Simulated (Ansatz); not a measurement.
System: difluoro(trifluoromethyl)borane, CBF5 (charge 0, singlet). SMILES: FB(F)C(F)(F)F
Coordinates optimised at B3LYP-D3(BJ)/def2-TZVP (Ansatz, a program for electronic structure):
```xyz
7

F      1.4935     1.2882     0.0821
B      0.9760     0.0872     0.0174
F      1.7525    -0.9653    -0.0240
C     -0.6312    -0.0743    -0.0114
F     -1.1860     0.4743     1.0930
F     -1.0272    -1.3575    -0.0685
F     -1.1543     0.5613    -1.0845
```
Charge 0, spin multiplicity 1.

Wanted: vertical ionisation energy (to the doublet state of charge +1; each state is the SCF solution reached for its spin), in eV. Cores are frozen in the correlated levels unless marked. UHF or UKS for open shells. No spin-orbit coupling. Non-relativistic. CBS marks a two-point X^-3 extrapolation of the correlation energy; Hartree-Fock from the larger set. [CCSD(T)-MP2]/basis is that difference in the basis named.

```tsv
level	program	vertical ionisation energy (eV)
HF/aug-cc-pVQZ	Ansatz	14.01
r2SCAN/def2-TZVPD	Ansatz	12.89
MP2/aug-cc-pVDZ	Ansatz	13.70
MP2/aug-cc-pVTZ	Ansatz	13.84
```

Question: Predict the RI-MP2/CBS(aug-cc-pVTZ,aug-cc-pVQZ)+[CCSD(T)-MP2]/aug-cc-pVTZ result (Ansatz).

Answer: 14.00 eV, so MP2/aug-cc-pVTZ differs from it by -0.16 eV.
